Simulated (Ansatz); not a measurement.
Cost and result up the ladder for Be₆S₅ (11 atoms). Total charge 0; singlet. Geometry: r2SCAN-D4/def2-SVP.

```xyz
11

Be   -1.867    0.110   -0.026
Be    0.376    1.692   -1.183
Be    1.923    0.615   -2.017
Be    1.077   -0.913   -0.508
Be   -0.620   -1.333    1.236
Be   -0.444    0.924    1.564
S     2.622   -1.106   -1.796
S    -1.166    2.117   -0.040
S    -0.938   -1.560   -0.791
S    -2.132   -0.191    2.008
S     1.170   -0.355    1.553
```

Ansatz on 4 threads of Arm Neoverse V1 on a shared host. Times are rough, and most runs start from the orbitals of an earlier one. r2SCAN0-D4/def2-TZVP serves as the yardstick here, not as an exact answer. Differences are given only for rows in sets of like size (and for xTB, whose basis is part of the method), since another set adds its own error. Binding counts from free atoms at the same level (Be singlet, S triplet; other spins of the atoms weren't run), without zero-point energy or a counterpoise term.

B3LYP takes the VWN-RPA correlation. HSE06 is defined as in plane-wave codes, on full-range PBE exchange. Correlated methods freeze 25 core orbitals. The rows differ in basis, and correlated rows in double-zeta sets carry the largest basis error. Another isomer (singlet) lies 1.30 eV lower at PBE0-D4/def2-TZVP; other spin states weren't run for this one.

Correlated methods converge slowly with the basis, most of all in double-zeta sets.

| level | functions | binding energy per atom (eV) | difference from r2SCAN0-D4/def2-TZVP (eV) |
| --- | --- | --- | --- |
| B3LYP-D4/def2-TZVP | 299 | 3.52 | -0.13 |
| MP2/def2-TZVP | 299 | 3.52 | -0.13 |
| PBE0-D4/def2-TZVP | 299 | 3.67 | 0.03 |
| HF/STO-3G | 75 | 3.64 | – |
| PBE0-D4/def2-SVP | 144 | 3.67 | – |
| PBE-D4/def2-TZVP (with forces) | 299 | 3.73 | 0.08 |
| CCSD(T)/def2-SVP | 144 | 2.91 | – |
| r2SCAN0-D4/def2-TZVP | 299 | 3.65 | 0.00 |
| PBE-D4/def2-SVP | 144 | 3.74 | – |
| r2SCAN-D4/def2-TZVP | 299 | 3.72 | 0.07 |
| HSE06-D4/def2-TZVP | 299 | 3.68 | 0.03 |

Estimate how long each takes.

HF/STO-3G 0.5 s; PBE-D4/def2-SVP 2.9 s; PBE0-D4/def2-SVP 4.5 s; PBE-D4/def2-TZVP (with forces) 7.5 s; MP2/def2-TZVP 12 s; B3LYP-D4/def2-TZVP 13 s; PBE0-D4/def2-TZVP 14 s; HSE06-D4/def2-TZVP 14 s; r2SCAN-D4/def2-TZVP 15 s; r2SCAN0-D4/def2-TZVP 21 s; CCSD(T)/def2-SVP 39 s. On shared hardware such times vary by a factor of up to 3.
